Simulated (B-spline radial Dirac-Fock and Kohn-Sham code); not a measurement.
# Photoionisation of magnesium ions at Mo Kα (17479.3 eV)

These are calculated numbers from a B-spline atomic structure program; the model is the independent-particle Dirac-Slater model, thresholds from Dirac-Fock. Cross sections in kb; a dash marks an empty subshell or a threshold above the photon energy.

```csv
ion,configuration,total,1s,2s,2p1/2,2p3/2,3s
Mg,[Ne] 3s2,0.1500,0.140,0.00879,0.000164,0.000313,0.000499
Mg⁵⁺,[He] 2s2 2p3,0.1520,0.141,0.0109,0.000114,0.000217,–
Mg¹¹⁺,1s1,0.07395,0.0739,–,–,–,–
```
